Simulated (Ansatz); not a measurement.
```yaml
crystal:
  periodic: [false, false, false]
  atoms:
    - {symbol: C, position_ang: [-0.804487, 0.748502, 0.555816]}
    - {symbol: O, position_ang: [0.353233, 0.066588, 0.561798]}
    - {symbol: Al, position_ang: [1.150412, -0.894470, -0.447093]}
    - {symbol: Br, position_ang: [0.281863, -1.320773, -2.385268]}
    - {symbol: H, position_ang: [-1.419319, 0.413798, 1.338975]}
    - {symbol: H, position_ang: [-0.615898, 1.771175, 0.703718]}
    - {symbol: H, position_ang: [-1.329352, 0.635642, -0.348806]}
    - {symbol: H, position_ang: [2.471963, -1.475280, -0.032612]}
basis:
  gaussian: {orbitals: cc-pVDZ}
total_charge: 1
magnetization: {spin_polarized: true, initial_magnetization: 1}
hamiltonian: {xc: {name: wB97}}
```

```sh
$ ansatz run in.yaml --threads 4 --pin off --events-out ev --progress --plain --max-ram 10444MiB
```

Output, abridged:

```
Functional definition: wB97
1160 factors; their error is unknown
352 factors; integrals over basis functions are off by at most 1.9e-5 eV
mean field evaluation 1: about -79776.5307 eV, gradient 4.8e1 eV
mean field evaluation 2: about -79754.9179 eV, gradient 8.5e1 eV
mean field evaluation 4: about -79785.9224 eV, gradient 3.2e0 eV
mean field evaluation 8: about -79786.0324 eV, gradient 3.1e-1 eV
mean field evaluation 16: about -79786.0774 eV, gradient 1.5e-1 eV
mean field evaluation 32: about -79786.2167 eV, gradient 1.6e-2 eV
mean field -79786.21666816 eV, -2932.0893815150 hartree, gradient 9.3e-6 eV, S^2 0.758997; 6 other end points of the search recorded, 0 dependent functions left out
reference -79786.21665834 eV, -2932.0893811539 hartree; 33, 32 occupied and 60, 61 virtual orbitals, 1160 factors
Total energy: -79786.21665834 eV, -2932.0893811539 hartree
```

Run time 20 s (4 threads of an Arm Neoverse V2 on a shared host); peak host memory 0.42 GiB.
